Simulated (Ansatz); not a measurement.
Ag$_{2}$ (SMILES [Ag][Ag]), singlet, geometry from GFN2-xTB (such geometries of metal compounds can be far from the true shape) (core potentials on Ag), atoms displaced at random by about 0.02 Å a coordinate. Base run: HF/def2-SV(P) (Ansatz, a quantum-chemistry and plane-wave program).

Ansatz was given this input:
Ansatz 0.2 input:
```yaml
crystal:
  periodic: [false, false, false]
  atoms:
    - {symbol: Ag, position_ang: [0.00610292, -0.00553535, -1.28601617]}
    - {symbol: Ag, position_ang: [-0.01592153, 0.01278375, 1.31612155]}
basis:
  gaussian:
    orbitals: def2-SV_P_.json
hamiltonian:
  xc: hf
relax: {}
```
The basis file holds def2-SV(P) in the JSON format of the Basis Set Exchange.

The base run was repeated with changes; each row names its change, and settings that it needs were set with it.

```json
[
 {"change": "base", "ΔE vs base (kJ/mol)": "0.00", "optimiser steps": "4"},
 {"change": "relax = f_tol: 0.0005", "ΔE vs base (kJ/mol)": "0.00", "optimiser steps": "4"},
 {"change": "relax = max_displacement: 0.02", "ΔE vs base (kJ/mol)": "0.00", "optimiser steps": "5"},
 {"change": "relax = f_tol: 0.05", "ΔE vs base (kJ/mol)": "0.00", "optimiser steps": "3"},
 {"change": "relax = f_tol: 0.1", "ΔE vs base (kJ/mol)": "0.10", "optimiser steps": "2"},
 {"change": "relax = max_displacement: 0.5", "ΔE vs base (kJ/mol)": "0.00", "optimiser steps": "4"},
 {"change": "relax = f_tol: 0.002", "ΔE vs base (kJ/mol)": "0.00", "optimiser steps": "4"}
]
```
